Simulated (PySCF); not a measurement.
**How the method changes the constants of NaI⁺**

State: ²Π (doublet), unpaired electrons π ↑. Set-up: PySCF, scalar-relativistic core potentials, basis sets Na aug-cc-pVDZ, I aug-cc-pVDZ-PP with ECP28. De refers to Na⁺ + I in their high-spin ground configurations, without counterpoise correction. The functionals are run spin-unrestricted. A positive dipole points towards I; it is taken about the centre of mass and depends on that origin.

```json
{"Level": "UHF", "Re (Å)": "3.214", "ωe (cm⁻¹)": "121", "De (eV)": "0.390", "μ (D)": "-10.91", "CPU s a point (SCF and correlation, without the integrals)": "0.23"}
{"Level": "UHF-MP2", "Re (Å)": "3.211", "ωe (cm⁻¹)": "125", "De (eV)": "0.432", "μ (D)": "n/a", "CPU s a point (SCF and correlation, without the integrals)": "0.54"}
{"Level": "UHF-SCS-MP2", "Re (Å)": "3.213", "ωe (cm⁻¹)": "124", "De (eV)": "0.430", "μ (D)": "n/a", "CPU s a point (SCF and correlation, without the integrals)": "n/a"}
{"Level": "PBE", "Re (Å)": "3.134", "ωe (cm⁻¹)": "132", "De (eV)": "0.487", "μ (D)": "-10.16", "CPU s a point (SCF and correlation, without the integrals)": "0.94"}
{"Level": "PBEsol", "Re (Å)": "3.121", "ωe (cm⁻¹)": "132", "De (eV)": "0.486", "μ (D)": "-10.12", "CPU s a point (SCF and correlation, without the integrals)": "0.63"}
{"Level": "PW91", "Re (Å)": "3.129", "ωe (cm⁻¹)": "133", "De (eV)": "0.51", "μ (D)": "-10.11", "CPU s a point (SCF and correlation, without the integrals)": "0.65"}
{"Level": "r²SCAN", "Re (Å)": "3.152", "ωe (cm⁻¹)": "128", "De (eV)": "0.444", "μ (D)": "-10.44", "CPU s a point (SCF and correlation, without the integrals)": "1.3"}
{"Level": "PBE0", "Re (Å)": "3.129", "ωe (cm⁻¹)": "132", "De (eV)": "0.463", "μ (D)": "-10.28", "CPU s a point (SCF and correlation, without the integrals)": "1.6"}
{"Level": "HSE06", "Re (Å)": "3.132", "ωe (cm⁻¹)": "132", "De (eV)": "0.467", "μ (D)": "-10.27", "CPU s a point (SCF and correlation, without the integrals)": "1.5"}
{"Level": "B2PLYP", "Re (Å)": "3.151", "ωe (cm⁻¹)": "130", "De (eV)": "0.455", "μ (D)": "-10.46", "CPU s a point (SCF and correlation, without the integrals)": "0.98"}
```

Correlated steps freeze 5 core orbitals. Correlated levels converge slowly with the basis: in double zeta they bind strong bonds too weakly, by up to about 1 eV, and carry superposition errors of some tenths. These are scalar-relativistic numbers at best; spin–orbit coupling would shift them, the dissociation energy most. For an ion De counts to the pair picked by the measured ionisation energies or electron affinities, which need not be the lowest pair at this level. Counting both spins, an empty level lies below a filled one in some of these solutions, because spin and occupation are held. B2PLYP dipoles, levels and charges come from its SCF part alone. The state was picked by a PBE0 search and need not be the measured ground state.

The whole job (state search and all levels along the bond) took about 3.3 min on 1 thread of Arm Neoverse N1 (shared host), peak memory 0.89 GiB.
